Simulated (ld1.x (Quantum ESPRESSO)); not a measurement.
## What one change does to a pseudopotential (Xe (Z = 54), TM)

ld1.x (Quantum ESPRESSO) 7.5 input, shortened:

```
&input
   title='Xe', zed=54., rel=1, dft='WC', iswitch=3,
   config='[Kr] 4d10 5s2 5p6'
 /
 &inputp
   pseudotype=2, tm=.true., lloc=2,
   nlcc=.true., new_core_ps=.true.
 /
3
5S  1  0   2.00   0.00  1.35  1.35  0.0
5P  2  1   6.00   0.00  2.10  2.10  0.0
4D  3  2  10.00   0.00  1.05  1.05  0.0
 &test
   configts(1)='4d10 5s2 5p6'
 /
```

Change: all radii but the core radius scaled by about 1.18 (s 1.58, p 2.48, d 1.24 bohr).

Cutoffs: the cutoffs (Ry, on a coarse ladder) from which the occupation-weighted sum of valence levels, in a spherical-Bessel basis at the reference potential, stays within 10 and 1 mRy of its value at 400 Ry; they do not see the model core or the augmentation charge, which bear on the density cutoff. Errors are all-electron minus pseudo energies relative to the spin-unpolarised reference configuration.

**Question.** Predict the effect on cutoff, ghosts and configuration errors.

**Answer.** The potential gets softer (140 Ry and 230 Ry → 120 Ry and 200 Ry); both files keep a bound ghost (p, s); of the 7 tests that both files solve, the error grows in 3 and shrinks in 2 by more than 15 % and 0.3 meV (median size 4.3 → 6.3 meV). A larger radius leaves more room for a smooth pseudo-wave, so fewer plane waves are needed.

| quantity | base | changed |
| --- | --- | --- |
| cutoff, loose | 140 Ry | 120 Ry |
| cutoff, tight | 230 Ry | 200 Ry |
| loose cutoff by channel (10 mRy a level) | s 40 Ry, p 30 Ry, d 110 Ry | s 30 Ry, p 30 Ry, d 100 Ry |
| bound ghosts | s, p | s, p |
| error for 4d10 5s2 5p5, meV [ΔE 12.55 eV] | -1.8 | -2.4 |
| error for 4d10 5s2 5p4, meV [ΔE 34.35 eV] | +0.7 | -4.5 |
| error for 4d10 5s2 5p3, meV [ΔE 66.14 eV] | +12 | -9.3 |
| error for 4d9 5s2 5p6, meV [ΔE 67.66 eV] | -395 | -360 |
| error for 4d10 5s1 5p6, meV [ΔE 24.74 eV] | -4.3 | +6.3 |
| error for 4d10 5s2 5p2, meV [ΔE 108.57 eV] | +36 | -24 |
| error for 4d10 5s2 5p5.5, meV [ΔE 5.18 eV] | -1.2 | -1.3 |

 A true bound ghost makes a file unfit for plane-wave use even where its test errors are small: the radial tests pick states by their node count and pass the ghost by.
